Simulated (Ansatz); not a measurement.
`C[SiH](C)N([SiH](C)C)[Si](C)(C)C`, relaxed with RKS PBE-D4/def2-SVP in Ansatz 0.2.0 from a rough embedded geometry. The force threshold is 0.03 eV/Å; the program also tests the step.

The species carries charge 0 and has multiplicity 1.

Start:

```xyz
34

C    -2.650    0.848   -1.781
Si   -0.949    0.254   -1.622
C    -0.764   -1.381   -2.431
N    -0.333    0.251   -0.054
Si   -1.017   -0.845    1.026
C    -0.041   -2.406    1.194
C    -1.473   -0.154    2.652
Si    1.251    0.777    0.170
C     1.734    0.965    1.954
C     2.468   -0.328   -0.680
C     1.485    2.578   -0.532
H    -2.819    1.818   -1.297
H    -3.049    0.963   -2.757
H    -3.438    0.179   -1.269
H    -0.159    1.214   -2.449
H     0.255   -1.782   -2.410
H    -1.022   -1.352   -3.518
H    -1.423   -2.162   -2.022
H    -2.320   -1.273    0.428
H    -0.629   -3.124    1.770
H     0.192   -2.826    0.242
H     0.957   -2.215    1.718
H    -0.606   -0.010    3.330
H    -2.020    0.811    2.566
H    -2.117   -0.832    3.178
H     2.734    1.377    2.057
H     1.094    1.667    2.495
H     1.763   -0.027    2.461
H     3.514   -0.012   -0.436
H     2.329   -0.350   -1.714
H     2.365   -1.353   -0.306
H     1.521    2.563   -1.591
H     0.696    3.221   -0.166
H     2.474    2.946   -0.207
```

How much energy does the relaxation release, and in how many steps? (Estimate.)

Ansatz gave: 107.10 kJ/mol, in 9 steps.

Which bonds change most? (Estimate.)

Computed: N4–Si8 from 1.684 to 1.780 Å; Si2–N4 from 1.685 to 1.777 Å; N4–Si5 from 1.684 to 1.769 Å; C1–Si2 from 1.808 to 1.888 Å.

Give the relaxed structure. (An estimate is asked.)

Ansatz gave: 
```xyz
34

C    -2.524    1.008   -1.808
Si   -0.863    0.110   -1.786
C    -1.008   -1.612   -2.552
N    -0.194    0.042   -0.141
Si   -1.054   -0.965    1.032
C    -0.078   -2.521    1.482
C    -1.580   -0.023    2.582
Si    1.376    0.828    0.154
C     1.847    0.749    1.987
C     2.720   -0.048   -0.850
C     1.288    2.655   -0.330
H    -2.418    2.028   -1.388
H    -2.919    1.097   -2.841
H    -3.275    0.463   -1.200
H     0.118    0.900   -2.619
H    -0.022   -2.120   -2.550
H    -1.361   -1.548   -3.602
H    -1.724   -2.246   -1.990
H    -2.320   -1.409    0.335
H    -0.670   -3.182    2.148
H     0.175   -3.092    0.566
H     0.871   -2.279    2.002
H    -0.719    0.241    3.227
H    -2.106    0.914    2.307
H    -2.276   -0.644    3.184
H     2.867    1.171    2.103
H     1.164    1.354    2.617
H     1.871   -0.283    2.392
H     3.714    0.423   -0.698
H     2.494   -0.017   -1.935
H     2.796   -1.115   -0.550
H     1.066    2.786   -1.408
H     0.493    3.171    0.248
H     2.252    3.163   -0.118
```
